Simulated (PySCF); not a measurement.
Dipole response of Au (gold, neutral)

[Xe] 4f14 5d10 6s1, 2S determinant. Calculation: PySCF 2.14, in aug-cc-pVDZ-PP with ECP60MDF (5s5p4d2f, 54 functions); scalar relativity through the core potential. Coupled (time-dependent) response in atomic units; α is the mean over directions. A double-zeta set is small for polarisabilities.

| method | mean α (bohr³) | C₆ (like pair) | S(−4) |
| --- | --- | --- | --- |
| UHF | 49.08 | 407.6 | 1691 |
| PBE | 33.81 | 283.4 | 571.5 |
| PBE0 | 35.42 | 296.0 | 663.1 |
| BP86 | 33.26 | 279.1 | 541.3 |

S(−4) is the Cauchy moment in α(ω) = α(0) + S(−4) ω² + …

Reference α: 36 ± 3 bohr³ (recommended; Schwerdtfeger and Nagle, table of static dipole polarizabilities (2023 update)). Published C₆: 427.0 (Gould and Bucko (2016)).

Hartree-Fock lies above the reference because it lacks correlation, which contracts the outer shell.

α(iu) at PBE:

```tsv
u (hartree)	α(iu) (bohr³)
0	33.81
0.0500	32.46
0.100	29.17
0.200	21.75
0.300	16.41
0.500	10.81
0.750	7.680
1.00	5.955
1.50	3.944
2.00	2.781
3.00	1.561
5.00	0.6705
```

Energies and moments cover only the electrons outside the core potential. Spin-orbit coupling, which splits the p, d and f shells strongly at this Z, is absent.
